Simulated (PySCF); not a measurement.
Al(F)(NCO)(OMe) (C2H3AlFNO2), SMILES C(=[N][Al]([O]C)[F])=O.

Coordinates come from a ωB97X-D3(BJ)/def2-SVP optimisation. The structure was generated by enumeration; whether it is a known compound was not checked. The values are those of a single conformer.

These are PBE/def2-TZVP (PySCF) values and carry that method's errors.

Computed frontier levels, gap, dipole moment and polarisability:
| Item | Result |
|---|---|
| highest occupied level | -7.14 eV |
| lowest empty level | -1.70 eV |
| orbital gap | 5.43 eV |
| dipole moment | 2.17 D |
| quadrupole, principal values (traceless, Buckingham form, about the centre of nuclear charge) | -14.14, 4.54, 9.60 D·Å |
| mean static polarisability | 57.9 bohr³ (8.59 Å³) |
| polarisability, principal values | 41.8, 53.0, 79.0 bohr³ |
